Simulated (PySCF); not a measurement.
**Dipole response of V (vanadium, neutral)**

[Ar] 3d3 4s2, high-spin 4F determinant. Calculation: PySCF 2.14, in aug-cc-pVDZ-DK (7s6p4d2f, 59 functions); the spin-free X2C one-electron Hamiltonian (Gaussian nucleus). Coupled (time-dependent) response in atomic units; α is the mean over directions. A double-zeta set is small for polarisabilities.

```tsv
method	mean α (bohr³)	C₆ (like pair)	S(−4)
M06-2X	84.50	867.0	3719
```

S(−4) is the Cauchy moment in α(ω) = α(0) + S(−4) ω² + …

Reference α: 87 ± 10 bohr³ (recommended; Schwerdtfeger and Nagle, table of static dipole polarizabilities (2023 update)). Published C₆: 832.0 (Chu and Dalgarno (2004); Tang, Norbeck and Certain (1976)).

α(iu) at M06-2X:

```csv
u (hartree),α(iu) (bohr³)
0,84.50
0.0500,76.21
0.100,59.40
0.200,32.99
0.300,20.01
0.500,9.869
0.750,5.613
1.00,3.806
1.50,2.219
2.00,1.494
3.00,0.8129
5.00,0.3420
```

A single London oscillator, α(iu) = α/(1 + u²/ω²), gives C₆ = (3/4) ω α². Matching the computed C₆ needs ω = 4 × 867.0 / (3 × 84.50²) = 0.162 hartree.
